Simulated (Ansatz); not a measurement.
Task: Name a neutral molecule of B, O, S and H with HOMO–LUMO gap (PBE/def2-TZVPP) between 5.30 and 5.60 eV and HOMO energy (PBE/def2-TZVPP) between -6.40 and -6.10 eV (Ansatz, PBE0-D4/def2-TZVP geometry).

Result: `OB(O)S` (5.53 eV, -6.33 eV). Other molecules can fit too; these were computed, each in one conformer that needn't be the lowest.
